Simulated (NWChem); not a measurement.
System: C₅H₉O, doublet; SMILES C[CH]CC(C)=O

The following NWChem deck was run.

```
start job
memory heap 200 mb stack 900 mb global 1100 mb
geometry units angstroms noautosym nocenter noautoz
  C      0.349176    -2.331141    -0.271431
  C     -0.676418    -1.262354    -0.179026
  C     -0.619513    -0.149464     0.811696
  C     -0.086810     1.125327     0.149011
  C      1.410671     1.230850    -0.004653
  O     -0.836384     1.982556    -0.248412
  H     -0.063860    -3.250133    -0.716683
  H      1.210870    -2.045587    -0.910808
  H      0.765283    -2.586458     0.717359
  H     -1.418010    -1.172359    -0.979737
  H      0.022096    -0.424073     1.666122
  H     -1.626886     0.098785     1.183190
  H      1.660990     2.091951    -0.637011
  H      1.834111     0.309312    -0.432415
  H      1.871864     1.363519     0.988027
end
basis spherical
  * library pcj-1
end
dft
  odft
  mult 2
  xc xpbe96 cpbe96
  iterations 150
  semidirect filesize 400000000
end
property
  hyperfine
end
task dft property
```

Excerpt of the output:

```
             Northwest Computational Chemistry Package (NWChem) 7.3.0
             --------------------------------------------------------

                             Geometry "geometry" -> ""
                             -------------------------

 Output coordinates in angstroms (scale by  1.889725989 to convert to a.u.)

  No.       Tag          Charge          X              Y              Z
 ---- ---------------- ---------- -------------- -------------- --------------
    1 C                    6.0000     0.34917600    -2.33114100    -0.27143100
    2 C                    6.0000    -0.67641800    -1.26235400    -0.17902600
    3 C                    6.0000    -0.61951300    -0.14946400     0.81169600
    4 C                    6.0000    -0.08681000     1.12532700     0.14901100
    5 C                    6.0000     1.41067100     1.23085000    -0.00465300
    6 O                    8.0000    -0.83638400     1.98255600    -0.24841200
    7 H                    1.0000    -0.06386000    -3.25013300    -0.71668300
    8 H                    1.0000     1.21087000    -2.04558700    -0.91080800
    9 H                    1.0000     0.76528300    -2.58645800     0.71735900
   10 H                    1.0000    -1.41801000    -1.17235900    -0.97973700
   11 H                    1.0000     0.02209600    -0.42407300     1.66612200
   12 H                    1.0000    -1.62688600     0.09878500     1.18319000
   13 H                    1.0000     1.66099000     2.09195100    -0.63701100
   14 H                    1.0000     1.83411100     0.30931200    -0.43241500
   15 H                    1.0000     1.87186400     1.36351900     0.98802700

 Effective nuclear repulsion energy (a.u.)     228.7710708478

  pbe96 is a nonlocal functional; adding pw91lda local functional.
                              NWChem Property Module
                              ----------------------

  itol2e modified to match energy
  convergence criterion.

                                 NWChem DFT Module
                                 -----------------

[...]

          ----------------------
          Hyperfine Interactions
          ----------------------

 Total Spin Density (Fermi Contact Term)
 ------------------ --------------------
     Atom            x         y         z       Density (a.u.)      Aiso(MHz)     Aiso(Gauss)
     1  13-C      0.65985  -4.40522  -0.51293      -0.027258        -30.643195     -10.934236
     2  13-C     -1.27824  -2.38550  -0.33831       0.079314         89.164648      31.816110
     3  13-C     -1.17071  -0.28245   1.53388      -0.024837        -27.921291      -9.962994
     4  13-C     -0.16405   2.12656   0.28159       0.060529         68.045906      24.280430
     5  13-C      2.66578   2.32597  -0.00879       0.002248          2.527506       0.901875
     6  17-O     -1.58054   3.74649  -0.46943       0.001610         -0.976020      -0.348268
     7   1-H     -0.12068  -6.14186  -1.35433       0.008855         39.581892      14.123780
     8   1-H      2.28821  -3.86560  -1.72118       0.033157        148.207967      52.884199
     9   1-H      1.44618  -4.88770   1.35561       0.007096         31.719564      11.318310
    10   1-H     -2.67965  -2.21544  -1.85143      -0.012355        -55.225075     -19.705647
    11   1-H      0.04176  -0.80138   3.14851       0.003917         17.508966       6.247624
    12   1-H     -3.07437   0.18668   2.23590       0.016110         72.007929      25.694176
    13   1-H      3.13882   3.95321  -1.20378       0.000462          2.063223       0.736208
    14   1-H      3.46597   0.58451  -0.81715       0.000486          2.172034       0.775035
    15   1-H      3.53731   2.57668   1.86710       0.000305          1.365275       0.487163

           -------------------------------------------
           Anisotropic Interaction (Spin-Dipolar Term)
           -------------------------------------------

 ------------------------------------------------------------
     Atom            x         y         z
 ------------------------------------------------------------
     1  13-C      0.65985  -4.40522  -0.51293

   Spin-Dipolar term (a.u.)
        xx             yy             zz             xy             xz             yz
 ------------------------------------------------------------------------------------------
       0.010250       0.001271      -0.011521      -0.007107      -0.009146      -0.003390

   Principal Comp. of -hf- tensor (au)            Anisotropic -hfcc- (MHz)               Anisotropic -hfcc- (Gauss)
 --------------------------------------------------------------------------------------------------------------------------
      0.015832     0.000880    -0.016712       2.124480     0.118100    -2.242580       0.758066     0.042141    -0.800207

   Orientation of the principal axis of Hyperfine Tensor w.r.t absolute (molecular) frame
 --------------------------------------------------------------------------------------------------------------------------
      0.891585     0.249200     0.378122
     -0.376646     0.871642     0.313652
     -0.251425    -0.422066     0.871003

 ------------------------------------------------------------
     Atom            x         y         z
 ------------------------------------------------------------
     2  13-C     -1.27824  -2.38550  -0.33831

   Spin-Dipolar term (a.u.)
        xx             yy             zz             xy             xz             yz
 ------------------------------------------------------------------------------------------
       0.058804      -0.068711       0.009907       0.555501      -0.593445      -0.533181

[...]
```

Level: PBE/pcJ-1, spin-unrestricted, contact and dipolar terms. Coordinates come from a PBE0/def2-SVP, spin-unrestricted optimisation. Not confirmed as a minimum by frequencies. No stability test was run on the SCF state.
